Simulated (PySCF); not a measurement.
CH₆ClFOSi₂.
Z-matrix (Å and degrees, PBE0-D3(BJ)/def2-SVP geometry), rows numbered from 1:
```
F 
Si  1  1.6206
C   2  1.8762  1  107.10
Cl  3  1.7947  2  107.26  1  -176.14
O   2  1.6340  1  108.69  3  -118.23
Si  5  1.6663  2  146.13  1   131.65
H   2  1.4796  1  107.78  3   121.46
H   3  1.1003  2  111.78  1   -57.91
H   3  1.0994  2  113.15  1    64.62
H   6  1.4927  5  110.10  2   -46.57
H   6  1.4899  5  110.11  2    74.65
H   6  1.4892  5  107.57  2  -165.77
```

Computed with PySCF at CAM-B3LYP/def2-SVPD, non-relativistic, on one gas-phase PBE0-D3(BJ)/def2-SVP geometry that isn't relaxed in the solvent. The solvent is an IEF-PCM continuum (van der Waals radii × 1.2). The model holds no explicit solvent molecules, cavitation or dispersion.

Gas phase at CAM-B3LYP/def2-SVPD: HOMO -9.87 eV, LUMO 0.65 eV, dipole 0.84 D.

**Question.** What does the continuum do to the energy, the frontier levels and the dipole at CAM-B3LYP/def2-SVPD in cyclohexane and dichloromethane?

**Answer.** 
```json
{"solvent": "cyclohexane", "ε": "2.017", "E(solvent) − E(gas) (kcal/mol)": "-1.39", "polarisation term (kcal/mol)": "-1.47", "distortion of the solute (kcal/mol)": "0.08", "HOMO (eV)": "-9.79", "LUMO (eV)": "0.73", "dipole (D)": "0.91"}
{"solvent": "dichloromethane", "ε": "8.93", "E(solvent) − E(gas) (kcal/mol)": "-3.04", "polarisation term (kcal/mol)": "-3.40", "distortion of the solute (kcal/mol)": "0.36", "HOMO (eV)": "-9.73", "LUMO (eV)": "0.79", "dipole (D)": "1.03"}
```

Polarisation term: ½ Σ q·V over the induced surface charges. Distortion: the rise of the solute's own energy as its density leaves the gas-phase optimum. From cyclohexane to dichloromethane the lowering changes by a factor 2.18, Onsager's factor (ε − 1)/(2ε + 1) by 2.08 and ε itself by 4.4.

**Question.** How does the static polarisability (CAM-B3LYP/def2-SVPD, frozen core, with the continuum's full static response) change?

**Answer.** 
| medium | isotropic (au) | principal values (au) | ⟨r²⟩ of the electrons (bohr²) |
| --- | --- | --- | --- |
| gas | 78.0 | 70.2, 80.9, 82.8 | 1231.3 |
| cyclohexane | 86.3 | 78.4, 89.3, 91.3 | 1231.5 |
| dichloromethane | 98.0 | 91.5, 99.2, 103.4 | 1231.7 |

The isotropic value in dichloromethane is 1.26 times the gas-phase one; no cavity-field correction is applied. ⟨r²⟩ is taken about the centre of nuclear charge.
